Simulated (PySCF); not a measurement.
# Polarisability and C₆ of Pt+ (platinum, charge +1)

[Xe] 4f14 5d8 6s1, high-spin 4F determinant (an excited configuration). Computed with PySCF 2.14 in x2c-TZVPPall with one added diffuse shell each of s, p, d, f type (12s8p8d4f1g, 113 functions), with the spin-free X2C one-electron Hamiltonian (Gaussian nucleus). Coupled (time-dependent) response in atomic units; α is the mean over directions.

| method | mean α (bohr³) | C₆ (like pair) | S(−4) |
| --- | --- | --- | --- |
| UHF | 27.94 | 215.1 | 391.2 |

S(−4) is the Cauchy moment in α(ω) = α(0) + S(−4) ω² + …

Spin-orbit coupling is absent.

α(iu) at UHF:

| u (hartree) | α(iu) (bohr³) |
| --- | --- |
| 0 | 27.94 |
| 0.0500 | 27.01 |
| 0.100 | 24.68 |
| 0.200 | 19.16 |
| 0.300 | 14.92 |
| 0.500 | 10.04 |
| 0.750 | 7.023 |
| 1.00 | 5.319 |
| 1.50 | 3.438 |
| 2.00 | 2.423 |
| 3.00 | 1.389 |
| 5.00 | 0.6263 |

A single London oscillator, α(iu) = α/(1 + u²/ω²), gives C₆ = (3/4) ω α². Matching the computed C₆ needs ω = 4 × 215.1 / (3 × 27.94²) = 0.367 hartree.

For an ion, C₆ is the dispersion term alone; charge-induced terms of lower order in 1/R come first.

Spin-orbit coupling, absent here, splits the open shell strongly.
